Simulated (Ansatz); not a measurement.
# Breaking a bond in SbHCl (SMILES [Cl][SbH])

SbHCl has 3 atoms, charge 0, and is taken as a doublet. As SMILES, `[Cl][SbH]`. Geometry: relaxed at PBE0-D4/def2-TZVP.

```xyz
3

Cl    1.4336    0.3559    0.8150
Sb   -0.6275    0.6308   -0.2723
H    -0.8170   -1.0515   -0.5560
```

The Sb2–H3 distance is scanned; the parts on either side stay rigid. Basis STO-3G, 23 core orbitals frozen in the correlated methods; program Ansatz 0.2.0. FCI is exact within this basis and core. Energies in eV from each method's value at 1.717 Å; open shells run as named. The shape above is that at 1.717 Å.

| distance (Å) | UHF | UPBE | UPBE0 | U-wB97X | UB2PLYP | RPA@PBE | UBCCD(T) | FCI |
| --- | --- | --- | --- | --- | --- | --- | --- | --- |
| 1.717 | 0.00 | 0.00 | 0.00 | 0.00 | 0.00 | 0.00 | 0.00 | 0.00 |
| 2.146 | 1.45 | 1.04 | 1.21 | 1.33 | 1.26 | 1.06 | 1.06 | 1.06 |
| 2.575 | 2.36 | 2.60 | 2.83 | 3.05 | 2.84 | 2.60 | 2.37 | 2.36 |
| 3.433 | 2.67 | 3.71 | 3.63 | 3.73 | 3.53 | 3.39 | 3.19 | 3.17 |
| 4.291 | 2.69 | 3.77 | 3.68 | 3.73 | 3.58 | 3.36 | 3.23 | 3.23 |

Departure from the FCI curve at its largest: UHF -0.54 eV at 4.29 Å; UPBE +0.54 eV at 4.29 Å; UPBE0 +0.47 eV at 2.58 Å; U-wB97X +0.68 eV at 2.58 Å; UB2PLYP +0.47 eV at 2.58 Å; RPA@PBE +0.24 eV at 2.58 Å; UBCCD(T) +0.01 eV at 3.43 Å. For the functionals part of the departure is owed to the small basis.
